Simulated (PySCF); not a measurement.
## Relaxation of triplet IrO₃⁻

Computed with UB3LYP in PySCF with Ir def2-SVPD with ECP60, O def2-SVPD; scalar-relativistic core potentials, no spin–orbit coupling; density-fitted integrals. A (50,194) grid was used.

A hand-made trigonal pyramidal start, of C3v symmetry, held to at least that symmetry:

```xyz
4
charge -1 multiplicity 3, angstrom
Ir    0.0000    0.0000   -0.1608
O     1.5187    0.0000    0.6467
O    -0.7593    1.3152    0.6467
O    -0.7593   -1.3152    0.6467
```

Task: What does it relax to?

Result: It ends at D3h with Ir–O 1.763 Å (×3); O–Ir–O 120.0° (×3). A frequency run shows a minimum. Other isomers or separated fragments may lie lower.

Task: How much energy is released, and in how many steps?

Result: 276.5 kJ/mol in 7 steps.

Other spin states or occupations of the open shell can lie lower. Spin–orbit coupling, left out here, can matter for elements this heavy.

The relaxation took roughly 5 core-minutes on a shared host.
